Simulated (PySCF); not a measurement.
CH$_{2}$O$_{2}$, triplet, at a GFN2-xTB geometry (a higher spin typed on purpose: for a closed-shell molecule this is an excited state); R2SCAN/def2-SV(P) run with PySCF.

Here is a job for PySCF.
```python
from pyscf import gto, scf, dft

mol = gto.Mole()
mol.atom = '''
    O     0.925012   -0.695889    0.132124
    C    -0.340510   -0.197161    0.155210
    O    -0.730364    0.993807   -0.111213
    H     1.469380   -0.326263   -0.588324
    H    -0.983495   -0.874114   -0.510223
'''
mol.basis = 'def2-sv(p)'
mol.charge = 0
mol.spin = 2
mol.verbose = 4
mol.build()

mf = dft.UKS(mol)
mf.xc = 'r2scan'
mf.kernel()
```

The log (banner, timings and long lists left out):

```
PySCF version 2.14.0

[INPUT] verbose = 4
[INPUT] num. atoms = 5
[INPUT] num. electrons = 24
[INPUT] charge = 0
[INPUT] spin (= nelec alpha-beta = 2S) = 2
[INPUT] symmetry False subgroup None
[INPUT] Mole.unit = angstrom
[INPUT] Symbol           X                Y                Z      unit          X                Y                Z       unit  Magmom
[INPUT]  1 O      0.925012000000  -0.695889000000   0.132124000000 AA    1.748019341936  -1.315039623097   0.249678174482 Bohr   0.0
[INPUT]  2 C     -0.340510000000  -0.197161000000   0.155210000000 AA   -0.643470642676  -0.372580292445   0.293304391794 Bohr   0.0
[INPUT]  3 O     -0.730364000000   0.993807000000  -0.111213000000 AA   -1.380187931242   1.878023050676  -0.210162111491 Bohr   0.0
[INPUT]  4 H      1.469380000000  -0.326263000000  -0.588324000000 AA    2.776725772913  -0.616547714579  -1.111771232509 Bohr   0.0
[INPUT]  5 H     -0.983495000000  -0.874114000000  -0.510223000000 AA   -1.858536194879  -1.651836061648  -0.964181732454 Bohr   0.0

nuclear repulsion = 67.5906656853468
number of shells = 22
number of NR pGTOs = 80
number of NR cGTOs = 46
basis = def2-sv(p)
ecp = {}

******** <class 'pyscf.dft.uks.UKS'> ********
method = UKS
initial guess = minao
damping factor = 0
level_shift factor = 0
DIIS = <class 'pyscf.scf.diis.CDIIS'>
diis_start_cycle = 1
diis_space = 8
diis_damp = 0
SCF conv_tol = 1e-09
SCF conv_tol_grad = None
SCF max_cycles = 50
direct_scf = True
direct_scf_tol = 1e-13
number electrons alpha = 13  beta = 11
XC library pyscf.dft.libxc version 7.1.2
    S. Lehtola, C. Steigemann, M. J. T. Oliveira, and M. A. L. Marques,  SoftwareX 7, 1–5 (2018)
XC functionals = r2scan
    J. W. Furness, A. D. Kaplan, J. Ning, J. P. Perdew, and J. Sun,  J. Phys. Chem. Lett. 11, 8208–8215 (2020)
    J. W. Furness, A. D. Kaplan, J. Ning, J. P. Perdew, and J. Sun,  J. Phys. Chem. Lett. 11, 9248–9248 (2020)
    J. W. Furness, A. D. Kaplan, J. Ning, J. P. Perdew, and J. Sun,  J. Phys. Chem. Lett. 11, 8208–8215 (2020)
    J. W. Furness, A. D. Kaplan, J. Ning, J. P. Perdew, and J. Sun,  J. Phys. Chem. Lett. 11, 9248–9248 (2020)
radial grids:
    Treutler-Ahlrichs [JCP 102, 346 (1995); DOI:10.1063/1.469408] (M4) radial grids

becke partition: Becke, JCP 88, 2547 (1988); DOI:10.1063/1.454033
pruning grids: <function nwchem_prune>
grids dens level: 3
symmetrized grids: False
atomic radii adjust function: <function treutler_atomic_radii_adjust>
small_rho_cutoff = 0
Set gradient conv threshold to 3.16228e-05
tot grids = 61904
init E= -189.680716008661

cycle= 1 E= -189.231611601552  delta_E= 0.449  |g|= 0.511  |ddm|= 1.76

cycle= 2 E= -188.91829138069  delta_E= 0.313  |g|= 0.992  |ddm|= 1.32

cycle= 3 E= -189.311555664303  delta_E= -0.393  |g|= 0.269  |ddm|= 1.07

cycle= 4 E= -189.336049200262  delta_E= -0.0245  |g|= 0.154  |ddm|= 0.367

cycle= 5 E= -189.345523203955  delta_E= -0.00947  |g|= 0.0384  |ddm|= 0.122

cycle= 6 E= -189.34609929803  delta_E= -0.000576  |g|= 0.0201  |ddm|= 0.0405

cycle= 7 E= -189.346295573624  delta_E= -0.000196  |g|= 0.00489  |ddm|= 0.023

cycle= 8 E= -189.346309920231  delta_E= -1.43e-05  |g|= 0.001  |ddm|= 0.0072

cycle= 9 E= -189.346310998896  delta_E= -1.08e-06  |g|= 0.000356  |ddm|= 0.00269

cycle= 10 E= -189.346311124438  delta_E= -1.26e-07  |g|= 7.92e-05  |ddm|= 0.000795

cycle= 11 E= -189.346311138759  delta_E= -1.43e-08  |g|= 3.84e-05  |ddm|= 0.000315

cycle= 12 E= -189.346311141096  delta_E= -2.34e-09  |g|= 3.22e-05  |ddm|= 0.000145

cycle= 13 E= -189.346311141827  delta_E= -7.31e-10  |g|= 1.04e-05  |ddm|= 5.76e-05

Extra cycle  E= -189.346311141749  delta_E= 7.8e-11  |g|= 1.92e-05  |ddm|= 2.37e-05
converged SCF energy = -189.346311141749  <S^2> = 2.007112  2S+1 = 3.0047376
```
